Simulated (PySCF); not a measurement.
Ga(F)(NH2)2 (FGaH4N2), SMILES [NH2][Ga]([NH2])[F].

The structure is a stationary point at PBE0-D3(BJ)/def2-SVP. The structure was generated by enumeration; whether it is a known compound was not checked. One conformer was computed; it need not be the lowest.

All values below come from r2SCAN/def2-TZVP (PySCF).

```
Quantity                                                                                                       Result
---------------------------------------------------------------------------------------------  ----------------------
total energy                                                                                      -2136.67972 hartree
point group                                                                                                        C2
highest occupied level                                                                                       -6.17 eV
lowest empty level                                                                                           -0.75 eV
orbital gap                                                                                                   5.41 eV
dipole moment                                                                                               0.591 e·Å
quadrupole, principal values (traceless, Buckingham form, about the centre of nuclear charge)  -4.63, -3.54, 8.18 D·Å
mean static polarisability                                                                       40.3 bohr³ (5.98 Å³)
polarisability, principal values                                                               32.8, 39.4, 48.8 bohr³
```
